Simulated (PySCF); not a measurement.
## In⁻ (indium, charge -1) across methods

[Kr] 4d10 5s2 5p2, high-spin 3P determinant. Computed with PySCF 2.14 in aug-cc-pVQZ-PP with one added diffuse shell each of s, p, d, f, g type with ECP28MDF (8s8p6d4f3g, 117 functions), with scalar relativity through the core potential.

```json
{"method": "r2SCAN", "E (hartree)": "-190.2046", "mean ε 5s α (eV)": "-4.422", "mean ε 5s β (eV)": "-3.553", "mean ε 5p α (eV)": "0.833", "Σ⟨r²⟩ (bohr²)": "165.1", "⟨S²⟩": "2.005"}
{"method": "r2SCANh", "E (hartree)": "-190.1905", "mean ε 5s α (eV)": "-4.637", "mean ε 5s β (eV)": "-3.670", "mean ε 5p α (eV)": "0.777", "Σ⟨r²⟩ (bohr²)": "136.8", "⟨S²⟩": "2.006"}
{"method": "r2SCAN0", "E (hartree)": "-190.1699", "mean ε 5s α (eV)": "-5.032", "mean ε 5s β (eV)": "-3.908", "mean ε 5p α (eV)": "0.612", "Σ⟨r²⟩ (bohr²)": "112.8", "⟨S²⟩": "2.006"}
{"method": "PBE0", "E (hartree)": "-190.1333", "mean ε 5s α (eV)": "-4.947", "mean ε 5s β (eV)": "-3.942", "mean ε 5p α (eV)": "0.620", "Σ⟨r²⟩ (bohr²)": "129.6", "⟨S²⟩": "2.003"}
{"method": "PBE", "E (hartree)": "-190.1398", "mean ε 5s α (eV)": "-4.426", "mean ε 5s β (eV)": "-3.750", "mean ε 5p α (eV)": "0.754", "Σ⟨r²⟩ (bohr²)": "208.5", "⟨S²⟩": "2.002"}
{"method": "UHF", "E (hartree)": "-189.21340", "mean ε 5s α (eV)": "-7.054", "mean ε 5s β (eV)": "-4.937", "mean ε 5p α (eV)": "-0.574", "Σ⟨r²⟩ (bohr²)": "102.8", "⟨S²⟩": "2.015"}
{"method": "LDA", "E (hartree)": "-189.8218", "mean ε 5s α (eV)": "-4.560", "mean ε 5s β (eV)": "-3.966", "mean ε 5p α (eV)": "0.784", "Σ⟨r²⟩ (bohr²)": "187.1", "⟨S²⟩": "2.001"}
```

(1) Estimate the same row for MN15.

Energies and moments cover only the electrons outside the core potential.

The highest occupied level is positive at r2SCAN, r2SCANh, r2SCAN0, PBE0, MN15, PBE, LDA: only the finite basis holds that electron, which in a density functional comes from self-interaction.

## Answers

(1) E (hartree) = -189.7273; mean ε 5s α (eV) = -5.772; mean ε 5s β (eV) = -5.013; mean ε 5p α (eV) = 0.332; Σ⟨r²⟩ (bohr²) = 124.5; ⟨S²⟩ = 2.003.
